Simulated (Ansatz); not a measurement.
Cost against result

Saddle point of ZnH3ClF2, singlet (ZnHCl ([Cl][ZnH]) + HF + HF → ZnClF + HF + H₂; bonds formed: Zn1–F5, H2–H6, H4–F7; bonds broken: Zn1–H2, H4–F5, H6–F7), PBE0-D4/def2-TZVP structure:

```
atom    x (Å)    y (Å)    z (Å)
 Zn1  -0.7954  -0.1298  -0.7127
  H2   0.8960  -0.2315  -0.9281
 Cl3  -2.4377  -0.3595  -2.0089
  H4   0.3753   0.2848   1.3608
  F5  -0.7502   0.2854   1.1971
  H6   1.2194  -0.0489  -0.0434
  F7   1.4925   0.1995   1.1353
```

Barriers are electronic and count from the start structure reached by relaxing down the imaginary mode.

Ansatz 0.2.0; basis: as named in each row; cores frozen in the correlated methods. The 3s and 3p shells of Cu and Zn are frozen; filled d shells are correlated. B3LYP uses VWN-RPA correlation. Extrapolation: Hartree–Fock as exp(−7.88 √X), correlation as X^−2.97.

Times are rough, for one single point on 8 threads of a shared host (Intel Xeon Platinum 8488C).

The estimate by CCSD(T) at an estimated basis limit (MP2 extrapolated from triple and quadruple zeta, plus CCSD(T) − MP2 in triple zeta) is 0.471 eV.

```
      method       basis  time (s)  barrier (eV)  method less estimate
       SPW92    def2-SVP   under 1        -0.110                -0.581
      PBE-D4    def2-SVP   under 1         0.124                -0.347
    B3LYP-D4       6-31G   under 1        -0.003                -0.474
          HF      STO-3G   under 1         1.353                 0.883
     PBE0-D4    def2-SVP   under 1         0.266                -0.205
       SPW92  def2-TZVPP   under 1         0.072                -0.399
      PBE-D4  def2-TZVPP   under 1         0.298                -0.173
     BLYP-D4  def2-TZVPP   under 1         0.360                -0.111
    B3LYP-D4  def2-TZVPP   under 1         0.432                -0.039
    BHLYP-D4  def2-TZVPP   under 1         0.542                 0.071
   r2SCAN-D4  def2-TZVPP         1         0.298                -0.173
     PBE0-D4  def2-TZVPP         1         0.404                -0.067
CAM-B3LYP-D4  def2-TZVPP         1         0.415                -0.056
     CCSD(T)    def2-SVP         1         0.444                -0.027
     wB97M-V    def2-SVP         1         0.359                -0.112
  r2SCAN0-D4  def2-TZVPP         1         0.394                -0.077
      B2PLYP  def2-TZVPP         2         0.456                -0.015
  RPA on PBE  def2-TZVPP         2         0.477                 0.006
      PBE-D4      STO-3G         2        -0.387                -0.857
    PBE-QIDH  def2-TZVPP         2         0.457                -0.013
      B97M-V  def2-TZVPP         2         0.544                 0.073
     wB97X-V  def2-TZVPP         2         0.452                -0.018
     wB97M-V  def2-TZVPP         2         0.501                 0.031
         MP2  def2-QZVPP         5         0.444                -0.026
     CCSD(T)  def2-TZVPP        25         0.500                 0.029
```

All methods are single points on the PBE0-D4 structures; a negative value means that the method puts the saddle structure below the start.

The T1 diagnostic stays at or below 0.014.

Labels in which every atom is bracketed show which atoms are joined, not bond orders.
